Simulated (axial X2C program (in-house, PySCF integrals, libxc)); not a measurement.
**What spin–orbit coupling does to AuSe**

Calculated with an in-house relativistic program for diatomic molecules. Spin-free means the one-electron spin-free X2C Hamiltonian; two-component (2c) means X2C with spin–orbit coupling and atomic mean-field two-electron Coulomb and Gaunt terms, so the difference of the two also holds small scalar two-electron terms. Basis: Au dyall-v3z [13s14p9d6f2g], Se dyall-v3z [8s9p6d1f] (cores contracted in-house); Gaussian nuclei, density fitting, unrestricted open shells. Masses: Au 196.967 u, Se 79.917 u.

Spin-free state: M_S = 1/2, Λ = 1 (beyond evenly filled blocks: π+α, π+β, π-α); fragments Au + Se.

```json
{"level": "PBE0", "Re (Å)": "2.305", "ωe (cm⁻¹)": "260.3", "De (eV)": "2.394", "μ (D)": "-2.27"}
{"level": "HF", "Re (Å)": "2.406", "ωe (cm⁻¹)": "224.5", "De (eV)": "0.852", "μ (D)": "-4.03"}
{"level": "MP2", "Re (Å)": "2.279", "ωe (cm⁻¹)": "273.7", "De (eV)": "2.298", "μ (D)": "n/a"}
{"level": "BLYP", "Re (Å)": "2.337", "ωe (cm⁻¹)": "247.2", "De (eV)": "2.523", "μ (D)": "-1.56"}
{"level": "TPSS", "Re (Å)": "2.302", "ωe (cm⁻¹)": "264.4", "De (eV)": "2.605", "μ (D)": "-1.99"}
```

Correlated methods: 17 electrons correlated (number of frozen shells: Au 5 s, 4 p, 2 d, 1 f; Se 3 s, 2 p, 1 d), 257 virtual spin orbitals or spinors in MP2.

Dipoles are positive if Se is the positive end.

Q: Within this multiplet, which Ω should lie lowest by the rule for regular and inverted multiplets?

A: The open π shell holds three electrons, one hole, so the multiplet is inverted: Ω = Λ + 1/2 = 3/2. The PBE0 2c search agrees.

Two-component determinant lowest at the distance of the search:

Ω = 3/2 (⟨Sz⟩ = 0.50, ⟨Lz⟩ = 1.00 at HF); fragments Au + Se.

| level | Re (Å) | ωe (cm⁻¹) | De (eV) | μ (D) |
| --- | --- | --- | --- | --- |
| PBE0 | 2.295 | 264.3 | 2.522 | -2.24 |
| HF | 2.396 | 226.7 | n/a | -3.95 |
| MP2 | 2.271 | 276.7 | 2.346 | n/a |
| BLYP | 2.329 | 250.7 | 2.615 | -1.56 |
| TPSS | 2.293 | 268.5 | n/a | -1.98 |

Q: From the two tables, how do the constants change at the MP2 level (2c against spin-free)?

A: At the MP2 level Re falls by 0.008 Å and ωe goes up by 3.0 cm⁻¹; De changes by 0.048 eV.

Occupations by symmetry block were frozen at the best pattern of an incomplete PBE0 search. Dissociation energies refer to the lowest single-determinant-based atoms at the same level and basis. De is not given where an atomic determinant may have missed its ground term or J level, or where the truncated virtual space spoils (T). Density functionals use the spin component along the axis (collinear). The functionals have no current-density term, which raises determinants with orbital currents, atoms included. Some points did not converge and are left out. The determinant is spin-polarised beyond a pure state at some levels (its spin-free form has ⟨S²⟩ too high), which makes Re and μ there less reliable. The stretched end of a curve changes character and is left out.
